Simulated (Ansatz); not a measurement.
`C[Si](F)(F)[SiH3]` + HCl → `C[Si](F)(F)Cl` + SiH₄ at 400 K and 1 bar (cleavage of the Si–Si bond).

Program: Ansatz. Geometries: PBE0-D4/def2-TZVP. ΔE: electronic, gas phase. CCSD(T)/CBS is the MP2 limit (def2-TZVPP, def2-QZVPP) plus CCSD(T) − MP2 in def2-TZVPP, frozen cores. This one scheme is used for every species.

```json
{"species": "`C[Si](F)(F)[SiH3]`", "CCSD(T)/CBS energy (Eh)": "-819.55181", "H − E (kJ/mol)": "216.0", "S (J/(mol·K))": "409.8"}
{"species": "HCl", "CCSD(T)/CBS energy (Eh)": "-460.38127", "H − E (kJ/mol)": "29.6", "S (J/(mol·K))": "195.4"}
{"species": "`C[Si](F)(F)Cl`", "CCSD(T)/CBS energy (Eh)": "-988.51588", "H − E (kJ/mol)": "148.2", "S (J/(mol·K))": "366.4"}
{"species": "SiH₄", "CCSD(T)/CBS energy (Eh)": "-291.46306", "H − E (kJ/mol)": "96.9", "S (J/(mol·K))": "218.6"}
```

H − E and S are ideal-gas, rigid-rotor, harmonic terms from PBE0-D4/def2-TZVP. 1 Eh = 2625.50 kJ/mol, R = 8.31446 J/(mol·K).

Question: By hand: ΔE, ΔH, ΔS and ΔG.

Answer: ΔE = (-988.51588) + (-291.46306) − (-819.55181) − (-460.38127) = -0.04586 Eh = -120.4 kJ/mol. Δ(H − E) = 148.2 + 96.9 − 216.0 − 29.6 = -0.5, so ΔH = -120.9 kJ/mol. ΔS = 366.4 + 218.6 − 409.8 − 195.4 = -20.2 J/(mol·K). ΔG = -120.9 − 400 × (-20.2)/1000 = -112.8 kJ/mol.

Question: By hand: the equilibrium constant, and the temperature at which ΔG would vanish if ΔH and ΔS stayed fixed.

Answer: log₁₀ K = −ΔG/(RT ln 10) = 14.7. ΔG = 0 at ΔH/ΔS = 5985 K, far beyond where these terms or the molecules hold.

ΔH outweighs TΔS. A doubt of 5 kJ/mol in ΔE shifts log₁₀ K by 0.7 here. These are equilibria of isolated gas molecules and say nothing of rates. Largest T1 diagnostic: 0.012 (customary marks: 0.02 for closed shells, 0.045 for open ones).
